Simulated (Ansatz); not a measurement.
Program: Ansatz. Geometries: PBE0-D4/def2-TZVP. ΔE: electronic, gas phase. CCSD(T)/CBS adds triple-zeta CCSD(T) − MP2 to the extrapolated MP2 energy (def2 sets, frozen cores). DFT in def2-TZVPP. Elements past krypton have def2 core potentials. For I outer-core shells are correlated without core-valence functions, which leaves a few kJ/mol of doubt a bond. One conformer a species, not always the lowest.

Reaction (isomerisation): `C[Si](C)(F)I` → `C[SiH](I)CF`

CCSD(T)/CBS gives +62.9 kcal/mol.

**Question.** Another level gave +61.8 kcal/mol. Which?
A. ωB97X-V/def2-TZVPP
B. SCS-MP2/def2-TZVPP
C. ωB97M-V/def2-TZVPP
D. PBE-D4/def2-TZVPP

**Answer.** C. ωB97M-V 61.8, ωB97X-V 60.4, SCS-MP2/def2-TZVPP 62.8, PBE-D4 58.7 kcal/mol.

Largest T1 diagnostic among the species: 0.010.

From PBE to PBE0 (25 % exact exchange), in def2-TZVPP and without D4, ΔE moves by +1.7 kcal/mol.
